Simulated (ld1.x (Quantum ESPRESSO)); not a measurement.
## Which change was made? (Au, PAW)

* Element: gold
* Generator: ld1.x (Quantum ESPRESSO) 7.5
* Type: PAW
* Functional: PBE
* Relativity: scalar-relativistic
* Frozen core: [Kr] 4d10 4f14
* Valence charge: 19
* Reference configuration: 5s2 5p6 5d10 6s1 6p0
* Partial waves: 5s (bound): rcut 1.60, rcutus 1.70 bohr; 6s (bound): rcut 1.60, rcutus 1.70 bohr; 5p (bound): rcut 1.45, rcutus 1.70 bohr; 6p (bound, empty): rcut 1.45, rcutus 1.70 bohr; 5d (bound): rcut 1.55, rcutus 1.85 bohr; 5d channel at 4.5 Ry: rcut 1.55, rcutus 1.85 bohr
* Local potential: all-electron potential smoothed inside 1.40 bohr (lloc = -1)
* Core correction: a·sin(br)/r model core, default radius (ld1.x builds one for every PAW set, though the input has nlcc=.false.)
* Augmentation charge: PSQ, inside the norm-conserving radii

Cutoffs, loose and tight: the cutoffs (Ry, on a coarse ladder) from which the occupation-weighted sum of valence levels, in a spherical-Bessel basis at the reference potential, stays within 10 and 1 mRy of its value at 400 Ry. They do not see the model core or the augmentation charge, which bear on the density cutoff. Test errors are all-electron minus pseudo excitation energies from the reference, over the configurations 5s2 5p6 5d10 6s0 6p0; 5s2 5p6 5d9 6s0 6p0; 5s2 5p6 5d8 6s0 6p0; 5s2 5p6 5d9 6s2 6p0; 5s1 5p6 5d10 6s1 6p0; 5s2 5p6 5d9 6s1 6p1; 5s2 5p5 5d10 6s1 6p0; variants that change the core or the reference have their own tests. The largest error is taken over the tests solved by every variant that gives reliable tests at all, those not shown here included: 5s2 5p6 5d10 6s0 6p0; 5s2 5p6 5d8 6s0 6p0; 5s2 5p6 5d9 6s0 6p0; 5s2 5p6 5d9 6s2 6p0.

The base gives: outcome: generated, overlap not positive; bound ghosts: not determined (overlap not positive); largest test error (meV): +9.5.

**Question.** After one change the result is: outcome: generated, misses its reference levels by 1.00 eV; cutoff, loose: 45 Ry; cutoff, tight: 60 Ry; bound ghosts: none; largest test error (meV): -2275. Which change was it?
A. waves 5s (bound): rcut 1.60, rcutus 2.26 bohr; 6s (bound): rcut 1.60, rcutus 2.26 bohr
B. core [Xe] 4f14, valence charge 11; reference 5d10 6s0.75 6p0; waves now 6s (bound): rcut 1.90, rcutus 2.30 bohr; 6s channel at 2.55 Ry: rcut 1.90, rcutus 2.30 bohr; 6p (bound): rcut 2.70, rcutus 3.25 bohr; 6p channel at 2.15 Ry: rcut 2.70, rcutus 3.25 bohr; 5d (bound): rcut 1.70, rcutus 1.80 bohr; 5d channel at 4.5 Ry: rcut 1.70, rcutus 1.80 bohr; local potential all-electron potential smoothed inside 2.55 bohr (lloc = -2); core correction Bessel-smoothed model core, default radius (core density twice the valence density)
C. type RRKJ; waves now 5s (bound): rc 1.70 bohr; 5d (bound): rc 1.85 bohr; 5p (bound): rc 1.70 bohr; local potential the p channel; core correction none

**Answer.** C. The others give: waves 5s (bound): rcut 1.60, rcutus 2.26 bohr; 6s (bound): rcut 1.60, rcutus 2.26 bohr → outcome: failed: new_paw_hamiltonian: negative rho | core [Xe] 4f14, valence charge 11; reference 5d10 6s0.75 6p0; waves now 6s (bound): rcut 1.90, rcutus 2.30 bohr; 6s channel at 2.55 Ry: rcut 1.90, rcutus 2.30 bohr; 6p (bound): rcut 2.70, rcutus 3.25 bohr; 6p channel at 2.15 Ry: rcut 2.70, rcutus 3.25 bohr; 5d (bound): rcut 1.70, rcutus 1.80 bohr; 5d channel at 4.5 Ry: rcut 1.70, rcutus 1.80 bohr; local potential all-electron potential smoothed inside 2.55 bohr (lloc = -2); core correction Bessel-smoothed model core, default radius (core density twice the valence density) → outcome: generated; cutoff, loose: 35 Ry; cutoff, tight: 55 Ry; bound ghosts: none; largest test error (meV): -637. A file whose overlap is not positive is unfit for use, and its test errors describe a broken file.
